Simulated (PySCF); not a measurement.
C3H9OSi, charge +1, multiplicity 1. Atoms are numbered in the order given.

```xyz
14

C      1.0589     1.8449     0.0000
C     -0.4433     1.7682     0.0000
O     -0.9497     0.4016     0.0000
Si    -0.5639    -1.1325     0.0000
C      1.1108    -1.8481     0.0000
H      1.3576     2.9043     0.0000
H      1.4944     1.3859    -0.9018
H      1.4944     1.3859     0.9018
H     -0.8939     2.2316     0.8900
H     -0.8939     2.2316    -0.8900
H     -1.7679    -1.9802     0.0000
H      1.2142    -2.5040    -0.8845
H      1.9150    -1.0998     0.0000
H      1.2142    -2.5040     0.8845
```
Charge +1, spin multiplicity 1.

Geometry: r2SCAN-D4/def2-SVP. The spin state was assumed, not searched. The isomer is the one that the SMILES or the coordinates give; other isomers of the formula were not compared. The values are those of a single conformer.

Calculation: PBE/def2-TZVP in PySCF.

Computed frontier levels, gap, dipole moment and polarisability:
```
Property                                                           Value
------------------------------------------------  ----------------------
highest occupied level                                         -12.57 eV
lowest empty level                                              -8.10 eV
orbital gap                                                      4.46 eV
dipole moment about the centre of nuclear charge                  2.51 D
mean static polarisability                          62.6 bohr³ (9.27 Å³)
polarisability, principal values                  48.0, 61.9, 77.8 bohr³
```
